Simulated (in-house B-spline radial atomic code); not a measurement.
Configurations of Ba II (Ba+), with energies counted from [Xe] 6s1. Computed with an all-electron radial atomic-structure program (B-spline basis): scalar-relativistic (X2C) Hartree-Fock with fractional occupations, spin-polarised, spherical fractional occupations, Fermi nucleus of rms radius 4.8378 fm. Caution: exact exchange at fractional occupations of open shells leaves self-interaction of up to several eV. Shells without spins written out take the highest spin.

Occupations are held fixed; configurations that lie above the ionisation limit could autoionise.

```json
{"configuration": "[Xe] 7d(0 up, 1 down)", "E - E(ref) (eV)": "7.439", "highest orbital": "7d down", "its <r> (bohr)": "16.79"}
{"configuration": "[Kr] 4d10 5s2 5p5 6s1 7s1", "E - E(ref) (eV)": "27.537", "highest orbital": "7s up", "its <r> (bohr)": "8.494"}
{"configuration": "[Kr] 4d10 5s2 5p5 6s1 6d1", "E - E(ref) (eV)": "29.157", "highest orbital": "6d up", "its <r> (bohr)": "8.923"}
{"configuration": "[Kr] 4d9 5s2 5p6 6s1 6f1", "E - E(ref) (eV)": "115.19", "highest orbital": "6f up", "its <r> (bohr)": "18.26"}
{"configuration": "[Ar] 3d10 4s2 4p5 4d10 5s2 5p6 5d1 6s1", "E - E(ref) (eV)": "210.8", "highest orbital": "5d up", "its <r> (bohr)": "3.164"}
{"configuration": "[Ar] 3d10 4s2 4p(2 up, 3 down) 4d10 5s2 5p6 6s(1 up, 0 down) 6f(0 up, 1 down)", "E - E(ref) (eV)": "217.87", "highest orbital": "6f down", "its <r> (bohr)": "18.51"}
```

Q: Order these further configurations by energy, lowest first.
A. [Xe] 5d1
B. [Kr] 4d9 5s2 5p6 5d1 6s1
C. [Kr] 4d9 5s2 5p6 6s1 7d1
D. [Kr] 4d10 5s(1 up, 0 down) 5p6 6s2
E. [Kr] 4d(4 up, 5 down) 5s2 5p6 6s(1 up, 0 down) 7p(0 up, 1 down)

A: A (3.3544 eV), D (37.465 eV), B (108.21 eV), E (113.62 eV), C (114.73 eV).

Q: How far above the reference does [Xe] 6f1 lie?

A: 8.1978 eV; its least bound orbital is 6f up with <r> = 26.06 bohr.

Q: How far above the reference does [Ar] 3d10 4s2 4p5 4d10 5s2 5p6 5f1 6s1 lie?

A: 217 eV; its least bound orbital is 5f up with <r> = 10.82 bohr.
